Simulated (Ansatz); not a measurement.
Geometry optimisation, RKS BLYP-D4/def2-SVP (Ansatz).

input.yaml

```yaml
crystal:
  periodic: [false, false, false]
  atoms:
    - { symbol: In, position_ang: [-0.018772, -0.384434, -0.142897] }
    - { symbol: Cl, position_ang: [0.0676, -0.534367, 2.280393] }
    - { symbol: O, position_ang: [1.699271, -0.347206, -1.199544] }
    - { symbol: H, position_ang: [2.439373, -0.572543, -0.598227] }
    - { symbol: O, position_ang: [-1.816348, -0.290413, -1.054424] }
    - { symbol: H, position_ang: [-2.514241, -0.353825, -0.367088] }
    - { symbol: H, position_ang: [0.04645, 2.403104, 0.882664] }
    - { symbol: H, position_ang: [0.057167, 1.882784, 1.383823] }
basis:
  gaussian: { orbitals: def2-SVP }
hamiltonian:
  xc: blyp
  dispersion: d4
relax:
  f_tol: 0.03
  max_steps: 50
output:
  orbitals: {}
```

Run as:

```bash
$ ansatz run input.yaml --threads 2 --pin off --max-ram 3072MiB --backend cpu --events-out ev --progress --plain --runs-dir out
```

Question: Where does it end, and by what steps?

Answer: The run converged. After 8 steps the energy has fallen by 0.092 eV; Cl2 moved furthest, 0.36 Å.

| step | energy less start (eV) | largest force component (eV/Å) | accepted |
| --- | --- | --- | --- |
| 0 | 0.0000 | 1.375 | yes |
| 1 | -0.0854 | 0.129 | yes |
| 2 | -0.0874 | 0.118 | yes |
| 3 | -0.0887 | 0.068 | yes |
| 4 | -0.0895 | 0.041 | yes |
| 5 | -0.0907 | 0.045 | yes |
| 6 | -0.0914 | 0.056 | yes |
| 7 | -0.0917 | 0.030 | yes |
| 8 | -0.0918 | 0.007 | yes |

```xyz
8
Properties=species:S:1:pos:R:3
In -0.029 -0.430 -0.072
Cl 0.054 -0.892 2.277
O 1.677 -0.313 -1.145
H 2.436 -0.490 -0.550
O -1.808 -0.223 -1.004
H -2.524 -0.360 -0.349
H 0.067 2.457 0.686
H 0.087 2.054 1.340
```

Whether the end is a true minimum wasn't checked by a vibrational analysis.

Run time: 16 s on 2 threads of Arm Neoverse V1 (shared host), peak memory 0.13 GiB.
